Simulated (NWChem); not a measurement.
C$_{3}$H$_{8}$Mg; SMILES C[CH](C)[MgH]

```xyz
12

Mg     0.0009     1.6954     0.2599
H      0.0028     3.3617     0.6968
C     -0.0017    -0.3689    -0.2700
C     -1.2703    -1.1044     0.2030
C      1.2625    -1.1092     0.2076
H      0.0005    -0.3989    -1.3720
H     -1.2676    -2.1633    -0.1086
H     -1.3633    -1.1059     1.2984
H     -2.1897    -0.6571    -0.1983
H      2.1851    -0.6653    -0.1902
H      1.2569    -2.1681    -0.1041
H      1.3514    -1.1112     1.3034
```
Atoms are numbered in this order, from 1.

Computed with NWChem. Pople sets run with spherical d functions. Structure relaxed at the B3LYP/6-31G* (spherical d) level. GIAO values for the isolated, static molecule; σ is the absolute isotropic shielding, δ = σ(reference) − σ with the isolated reference molecule computed at the same levels (13C: tetramethylsilane, 1H: tetramethylsilane).

```csv
level,σ Mg1 (ppm),δ H2 (ppm),δ C3 (ppm),δ C4 (ppm),δ H6 (ppm),δ H7 (rotor mean) (ppm)
PBE0/pcSseg-1,440.7,___,___,24.4,___,1.21
BHandHLYP/pcSseg-1,443.4,4.95,13.7,24.4,-0.11,1.18
Hartree-Fock/6-31G*,500.7,5.80,9.7,22.7,-0.09,1.21
```

Fill in the missing entries.


- PBE0/pcSseg-1, δ H2 (ppm): 5.09
- PBE0/pcSseg-1, δ C3 (ppm): 15.1
- PBE0/pcSseg-1, δ H6 (ppm): 0.08
